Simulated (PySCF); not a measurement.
# V²⁺: ionisation energy

V²⁺ [Ar] 3d3 (4F) → V³⁺ [Ar] 3d2 (3F), as a difference of total energies. All numbers are calculated (PySCF 2.14, scalar relativity by spin-free X2C-1e, in aug-cc-pVDZ-DK (7s6p4d2f, 59 functions)). Correlated levels: valence: [Ar] frozen. The calculations carry no spin-orbit coupling.

Task: Order these methods by the ionisation energy they give, lowest first.
A. SCS-MP2 (valence)
B. CCSD(T) (valence)
C. UHF
D. MP2 (valence)

Result: C (28.453 eV), A (28.549 eV), D (28.741 eV), B (28.812 eV).

The reference lies between the lowest fine-structure levels, while these numbers refer to the centres of the terms.

Errors of the correlated levels include the incompleteness of this basis and the frozen core.

For comparison: 29.311 eV (measured; NIST Atomic Spectra Database, ionization energies).
